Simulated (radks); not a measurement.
The numbers below are computed, except where a source is named.
Neutral rubidium inside a hard spherical wall (all orbitals vanish at R), configuration held at [Kr] 5s1 and not refilled when levels cross. Code: a radial shooting solver on a logarithmic mesh with Libxc functionals. Model: scalar-relativistic Kohn-Sham, PBE, spin-polarised, spherical densities, point nucleus; open shells are filled with parallel spins first (spin-orbit coupling, left out, can overturn this in heavy ions). Eigenvalues in eV for spin up, with the zero of energy where the potential of the charges vanishes at infinity; a dash marks a level that is unbound or too diffuse for the functional's potential to be trusted. A positive occupied level is held by the wall or, in an anion where self-interaction has pushed it up, behind a barrier. The pressure on the wall is -dE/dV.

R (bohr) = free: E (hartree) -2981.20150; kinetic (hartree) 3053.245; e(3d) -103.91; e(4s) -31.857; e(4p) -15.948; e(5s) -2.436; e(5p, empty) -0.893; e(6s, empty) -; pressure (GPa) 0
R (bohr) = 20: E (hartree) -2981.20150; kinetic (hartree) 3053.245; e(3d) -103.91; e(4s) -31.857; e(4p) -15.948; e(5s) -2.436; e(5p, empty) -0.889; e(6s, empty) 0.011; pressure (GPa) < 0.0001
R (bohr) = 15: E (hartree) -2981.20137; kinetic (hartree) 3053.247; e(3d) -103.89; e(4s) -31.838; e(4p) -15.929; e(5s) -2.424; e(5p, empty) -0.829; e(6s, empty) 0.557; pressure (GPa) 0.00111
R (bohr) = 12: E (hartree) -2981.20017; kinetic (hartree) 3053.256; e(3d) -103.78; e(4s) -31.738; e(4p) -15.832; e(5s) -2.347; e(5p, empty) -0.611; e(6s, empty) 1.738; pressure (GPa) 0.0160
R (bohr) = 10: E (hartree) -2981.19586; kinetic (hartree) 3053.279; e(3d) -103.56; e(4s) -31.519; e(4p) -15.619; e(5s) -2.138; e(5p, empty) -0.152; e(6s, empty) 3.660; pressure (GPa) 0.0936
R (bohr) = 8: E (hartree) -2981.17843; kinetic (hartree) 3053.352; e(3d) -103.04; e(4s) -31.019; e(4p) -15.138; e(5s) -1.453; e(5p, empty) 1.125; e(6s, empty) 8.090; pressure (GPa) 0.596
R (bohr) = 4: E (hartree) -2980.54409; kinetic (hartree) 3055.656; e(3d) -96.668; e(4s) -25.934; e(4p) -10.171; e(5s) 15.124; e(5p, empty) 24.025; e(6s, empty) 67.116; pressure (GPa) 112
R (bohr) = 3.5: E (hartree) -2979.97268; kinetic (hartree) 3057.779; e(3d) -92.461; e(4s) -22.896; e(4p) -6.900; e(5s) 26.672; e(5p, empty) 37.931; e(6s, empty) 98.438; pressure (GPa) 314
R (bohr) = 2.5: E (hartree) -2975.46482; kinetic (hartree) 3072.847; e(3d) -71.064; e(4s) -5.409; e(4p) 13.256; e(5s) 93.637; e(5p, empty) 112.08; e(6s, empty) 252.39; pressure (GPa) 3780
